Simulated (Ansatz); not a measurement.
```xyz
4

O     1.5616   -0.4047    0.7258
Ga    0.0504    0.1429   -0.0765
Cl   -1.5875   -1.1700    0.2722
H    -0.0245    1.4318   -0.9214
```

Charge 0, multiplicity 2.

(1) List the ωB97M-V/def2-TZVPP orbital energies in eV (Ansatz). (Estimate.)

Results:

(1) Ansatz gave: α occupied: -10154.76, -2772.01, -1258.23, -1112.42, -1112.32, -1112.30, -527.74, -262.39, -199.86, -199.75, -199.73, -155.67, -108.17, -107.95, -107.88, -30.28, -27.46, -27.17, -27.11, -27.10, -26.68, -25.21, -15.92, -14.29, -13.14, -12.69, -12.34, -11.81, -11.51. α empty: 0.30, 1.21, 2.41, 4.36, 5.20, 6.46, 6.64, 6.85. β occupied: -10154.76, -2772.00, -1258.22, -1112.42, -1112.31, -1112.29, -527.08, -262.39, -199.85, -199.75, -199.73, -155.66, -108.17, -107.94, -107.87, -28.72, -27.45, -27.17, -27.10, -27.06, -26.28, -25.14, -15.71, -12.74, -12.59, -12.16, -11.46, -11.37. β empty: -2.08, 0.38, 1.36, 2.56, 4.59, 5.22, 6.48, 6.69. ⟨S²⟩ = 0.755.
